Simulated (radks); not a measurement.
All-electron atom: neutral vanadium in [Ar] 3d3 4s1 4p1 (not the ground configuration). Calculated with a radial shooting solver on a logarithmic mesh with Libxc functionals: Dirac Kohn-Sham, LDA (Slater exchange, Perdew-Wang correlation), spin-unpolarised, spherical densities, finite nucleus; open shells are shared between the two j in proportion to 2j + 1; Fermi nuclear charge, rms radius 3.6002 fm.

Unscreened Slater integrals over Kohn-Sham orbitals (cm^-1). Large and small components are both included.

integral          value
F0(4p3/2,4p3/2)   44785
F2(4p3/2,4p3/2)   22894
F0(4p3/2,4p1/2)   44973
G2(4p3/2,4p1/2)   22984
F0(4p3/2,4s1/2)   50987
G1(4p3/2,4s1/2)   31077
F0(4p3/2,3d5/2)   58385
F2(4p3/2,3d5/2)   12681
G1(4p3/2,3d5/2)  6582.6
G3(4p3/2,3d5/2)  4959.2
F0(4p1/2,4p1/2)   45165
F0(4p1/2,4s1/2)   51279
G1(4p1/2,4s1/2)   31485
F0(4p1/2,3d5/2)   58848
G3(4p1/2,3d5/2)  5084.1
F0(4s1/2,4s1/2)   61116
F0(4s1/2,3d5/2)   76425
G2(4s1/2,3d5/2)   11878
F0(3d5/2,3d5/2)  145660
F2(3d5/2,3d5/2)   65186
F4(3d5/2,3d5/2)   40152
